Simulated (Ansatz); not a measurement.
Reaction (hydrogenolysis of the Si–N bond): `F[SiH](Cl)[NH][GeH2][Cl]` + H₂ → `F[SiH2]Cl` + `[NH2][GeH2][Cl]`

Computed with Ansatz on PBE0-D4/def2-TZVP structures; ΔE is electronic, products minus reactants. CCSD(T)/CBS adds triple-zeta CCSD(T) − MP2 to the extrapolated MP2 energy (def2 sets, frozen cores). This one scheme is used for every species. DFT in def2-TZVPP. B3LYP here is the variant with VWN-RPA as its local correlation; programs differ in this. For Ge outer-core shells are correlated without core-valence functions, which leaves a few kJ/mol of doubt a bond. Scalar relativity is left out up to krypton. Each species was taken in one conformer, which may not be the lowest.

Q: Is it downhill or uphill in electronic energy at CCSD(T)/CBS, and by how much? (An estimate is asked.)

A: Computed: Uphill: ΔE = +15.1 kcal/mol.

Q: What do these levels give: B3LYP-D4, ωB97M-V, B2PLYP, PBE, r2SCAN, PBE0, CCSD(T)/def2-TZVPP, HF/def2-QZVPP, MP2/def2-QZVPP, HF/CBS(def2), MP2/CBS(def2), CCSD/CBS(def2)? (An estimate is asked.)

A: The calculation gave: B3LYP-D4 14.7, ωB97M-V 14.8, B2PLYP 12.6, PBE 10.6, r2SCAN 14.1, PBE0 11.2, CCSD(T)/def2-TZVPP 14.6, HF/def2-QZVPP 9.6, MP2/def2-QZVPP 16.6, HF/CBS(def2) 9.6, MP2/CBS(def2) 16.8, CCSD/CBS(def2) 14.0 kcal/mol.

Largest T1 diagnostic among the species: 0.011.

The D4 term adds +4.6 kcal/mol with B3LYP and +2.6 kcal/mol with PBE0; it sums over pairs of atoms, weighted by their polarisabilities, and B3LYP, whose exchange is more repulsive, gets the larger term. In def2-TZVPP, CCSD(T) changes the Hartree–Fock value by +5.1 kcal/mol (the triples alone add +1.1 kcal/mol) and MP2 by +6.8 kcal/mol.
